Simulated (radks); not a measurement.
Neutral rhenium inside a hard spherical wall (all orbitals vanish at R), configuration held at [Xe] 4f14 5d5 6s2 and not refilled when levels cross. Method: scalar-relativistic Kohn-Sham, PBE, spin-polarised, spherical densities, point nucleus; open shells are filled with parallel spins first (spin-orbit coupling, left out, can overturn this in heavy ions); computed with a radial shooting solver on a logarithmic mesh with Libxc functionals. Eigenvalues in eV for spin up, with the zero of energy where the potential of the charges vanishes at infinity; a dash marks a level that is unbound or too diffuse for the functional's potential to be trusted. A positive occupied level is held by the wall or, in an anion where self-interaction has pushed it up, behind a barrier. The pressure on the wall is -dE/dV.

| R (bohr) | E (hartree) | kinetic (hartree) | e(5p) | e(4f) | e(6s) | e(5d) | e(6p, empty) | e(7s, empty) | pressure (GPa) |
|---|---|---|---|---|---|---|---|---|---|
| free | -16692.3646 | 18450.409 | -47.795 | -42.015 | -6.562 | -6.400 | -1.572 | - | 0 |
| 15 | -16692.3646 | 18450.409 | -47.795 | -42.015 | -6.562 | -6.400 | -1.569 | 0.233 | < 0.0001 |
| 8 | -16692.3608 | 18450.443 | -47.602 | -41.822 | -6.401 | -6.220 | -1.097 | 3.800 | 0.165 |
| 4 | -16691.8040 | 18453.068 | -40.875 | -34.471 | 1.875 | 0.090 | 12.068 | 46.299 | 115 |
| 3.5 | -16691.2102 | 18455.458 | -37.019 | -29.944 | 8.642 | 4.185 | 21.656 | 71.281 | 330 |
| 3 | -16689.8314 | 18460.781 | -30.666 | -22.242 | 22.492 | 11.644 | 40.274 | 115.66 | 1090 |
| 2.5 | -16686.2083 | 18474.365 | -18.742 | -7.911 | 53.895 | 26.875 | 79.752 | 201.74 | 4400 |
| 2 | -16674.8972 | 18514.530 | 9.003 | 21.985 | 134.53 | 63.310 | 173.93 | 390.70 | 23300 |
